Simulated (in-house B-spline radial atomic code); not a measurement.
**RPA and G0W0 on BHandHLYP: Ne VIII (Ne7+)**

Configuration [He] 2s1, highest spin, mean-field start BHandHLYP. Computed with an all-electron radial atomic-structure program (B-spline basis): all electrons, non-relativistic, point nucleus, each spin shell either full or empty, empty states to l = 9 with an (l + 1/2)⁻⁴ tail; G0W0 by contour deformation at full frequency.

Command:
```bash
python run_gw.py task.json out
```
Settings (radii: box in bohr, nucleus in fm):
```
Z                        10
electrons                3
configuration            [He] 2s1
hamiltonian              nr
method                   bhandhlyp
lmax                     9
spin_polarised           True
box_radius               8.41
intervals                44
ion_configuration        1s2
```

Run time, properties included: 1.2 s on 1 thread of Arm Neoverse N1, with other jobs on the host.

Energies (hartree):

```
                                     term       value
                         mean-field total  -102.69843
Hartree-Fock functional on these orbitals  -102.63070
                      direct second order    -0.15381
                    second-order exchange     0.10283
                         SOSEX correction    0.092288
```

(1) What is the RPA correlation energy, and what remains with SOSEX?

Quasi-particle levels (eV):

```csv
level,occupied,mean field,Σx - vxc,Σc,QP weight,G0W0
2s up,yes,-232.51,-6.15,?,?,?
1s down,yes,-1116.46,-28.81,2.39,0.985,-1142.88
2s down,no,-211.52,8.38,-3.46,0.948,-206.59
```

G0W0 = mean field + (Σx - vxc) + Σc, with Σc (partial-wave tail included) taken at the quasi-particle energy. Levels of low weight are left out.

(2) Where does G0W0 put 2s up?

(3) What does it cost to remove one electron (to 1s2) by differences of total energies, each species on its own start (correlation terms add to the Hartree-Fock functional)?

Answers

(1) RPA gives -0.14163 hartree (-1.28 eV per electron); RPA + SOSEX gives -0.049337, and the second-order doubles -0.050984 hartree (no singles). SOSEX takes back 65 % of the RPA value.

(2) At -240.66 eV, with Σc = -1.99 eV and a quasi-particle weight of 0.976. The tabulated removal energy is 239.097 ± 0.0019 eV (NIST, semi-empirical).

(3) BHandHLYP 239.71 eV, Hartree-Fock functional 238.64 eV, + RPA 240.07 eV, + RPA + SOSEX 238.77 eV, + second order 238.79 eV. Tabulated: 239.097 ± 0.0019 eV (NIST, semi-empirical).
